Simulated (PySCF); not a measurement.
**C7H10F: g tensor and hyperfine couplings**

Species: C₇H₁₀F (doublet state).
SMILES with atom numbers: `[CH2:1]=[C:2]1[CH2:3][C@H:4]([F:5])[C:6]1[CH2:7][CH3:8]` (hydrogens: H9, H10 on C1; H11, H12 on C3; H13 on C4; H14, H15 on C7; H16, H17, H18 on C8)

Geometry (GFN2-xTB, Å), atoms numbered from 1 in this order:
```
atom  x, y, z in Å
C1    -1.4313    1.7393    0.6238
C2    -1.1305    0.4875    0.2021
C3    -1.8937   -0.8223    0.2622
C4    -0.7108   -1.4457   -0.5098
F5    -0.0714   -2.4815    0.1475
C6    -0.0387   -0.1068   -0.4447
C7     1.3171    0.3322   -0.8310
C8     2.2952    0.1766    0.3452
H9    -2.3639    1.9534    1.1135
H10   -0.7423    2.5533    0.4853
H11   -2.8527   -0.8469   -0.2516
H12   -2.0025   -1.2289    1.2654
H13   -0.9393   -1.8292   -1.5116
H14    1.2898    1.3820   -1.1340
H15    1.6732   -0.2712   -1.6700
H16    1.9628    0.7788    1.1873
H17    3.2908    0.4992    0.0508
H18    2.3394   -0.8634    0.6579
```

The hyperfine couplings belong to this conformer and change with its torsions.

Theory: PySCF, UKS B3LYP, pcH-1 on C F H, non-relativistic, mean-field spin-orbit, GIAO. One conformer (not necessarily the lowest) at the GFN2-xTB geometry, without solvent, vibrations or thermal averaging. The geometry wasn't refined by DFT: couplings that depend on bond lengths, twists or pyramidal angles can differ widely from those at the functional's own minimum. Stability of the SCF solution: not tested. ⟨S²⟩ is 0.774 where a pure state has 0.75.

- g1, g2, g3: 2.00211, 2.00243, 2.00279
- g_iso: 2.00244
- Form of g: rhombic: the two nearest values differ by 47 % of g3 − g1
- ⟨S²⟩: 0.7743 (exact 0.7500)
- α and β electrons: 31, 30
- HOMO–LUMO gap, α and β orbitals: 6.27, 5.02 eV
- Total energy: -372.55091 Eh

Isotropic coupling and dipolar principal values T1 to T3, in mT; ρ(0) is the spin density at the nucleus (MHz turned into mT with g_iso):

```
atom  isotope  a_iso     T1     T2    T3  Mulliken spin population  ρ(0) (bohr⁻³)
  C1      13C   1.72  -1.67  -1.62  3.29                      0.63         0.0429
  C2      13C  -1.67  -0.98   0.33  0.65                     -0.26        -0.0415
  C3      13C   0.30  -0.05   0.00  0.05                      0.02         0.0076
  C4      13C  -0.67  -0.08  -0.04  0.11                     -0.03        -0.0166
  F5      19F   5.13  -1.71  -1.54  3.25                      0.02         0.0342
  C6      13C   2.25  -1.88  -1.81  3.69                      0.65         0.0562
  C7      13C  -0.66  -0.05   0.02  0.03                     -0.04        -0.0164
  C8      13C   1.64  -0.13  -0.12  0.25                      0.03         0.0410
  H9       1H  -1.37  -0.81  -0.01  0.82                     -0.03        -0.0086
 H10       1H  -1.31  -0.72  -0.04  0.76                     -0.03        -0.0082
 H11       1H  -0.30  -0.08  -0.02  0.10                      0.00        -0.0019
 H12       1H  -0.42  -0.08  -0.03  0.10                      0.00        -0.0027
 H13       1H   1.80  -0.14  -0.05  0.19                      0.02         0.0113
 H14       1H   0.87  -0.12  -0.07  0.20                      0.01         0.0055
 H15       1H   0.68  -0.11  -0.10  0.21                      0.01         0.0043
 H16       1H  -0.09  -0.13  -0.02  0.15                      0.00        -0.0006
 H17       1H   0.33  -0.08  -0.05  0.13                      0.01         0.0020
 H18       1H  -0.08  -0.12  -0.06  0.18                      0.00        -0.0005
```

The Mulliken spin populations are largest on C6 (+0.65), C1 (+0.63) and C2 (-0.26). The positive populations add up to 1.40 and the negative ones to -0.40, together 2S = 1. The angles at C6 add up to 359.8°, so it is planar.

Axes: g2 points within 15° of the C1–H9 bond.

Under fast tumbling the dipolar parts average out, and these isotropic splittings remain (the largest six): 1 × 19F (F5, I = 1/2, 2 lines) with 5.13 mT, 1 × 1H (H13, I = 1/2, 2 lines) with 1.80 mT, 1 × 1H (H9, I = 1/2, 2 lines) with 1.37 mT, 1 × 1H (H10, I = 1/2, 2 lines) with 1.31 mT, 1 × 1H (H14, I = 1/2, 2 lines) with 0.87 mT and 1 × 1H (H15, I = 1/2, 2 lines) with 0.68 mT.

Class means assume fast exchange of nuclei equivalent by connectivity; if that motion is slow, each nucleus keeps its own coupling. The three 1H nuclei of mean +1.5 MHz run from -2.6 to 9.2 MHz in the frozen geometry.

The 13C coupling of C6 (63.1 MHz) shows only in satellite lines or after enrichment, since that isotope makes up about 1.07 % of natural carbon.

The spin density at the nucleus, in bohr⁻³, is negative for C2 (-0.0415), C4 (-0.0166) and C7 (-0.0164), for instance. A restricted open-shell determinant has no negative spin density anywhere; here it arises because α and β orbitals differ (spin polarisation).
